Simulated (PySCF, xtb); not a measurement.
GaH2I, SMILES [I][GaH2].

Harmonic wavenumbers (cm⁻¹) from GFN2-xTB in xtb 6.7.1 at its own minimum, in rising order: 291, 371, 413, 688, 1674, 1685.

Question: What does B3LYP-D3(BJ)/def2-TZVP (PySCF) give at its own minimum? (The exact figures need the calculation; the answer reports its results.)

Answer: 241, 459, 584, 720, 1984, 2003. Paired by order, the mean absolute difference is 161 cm⁻¹ and the zero-point energies are 7.3 and 8.6 kcal/mol.
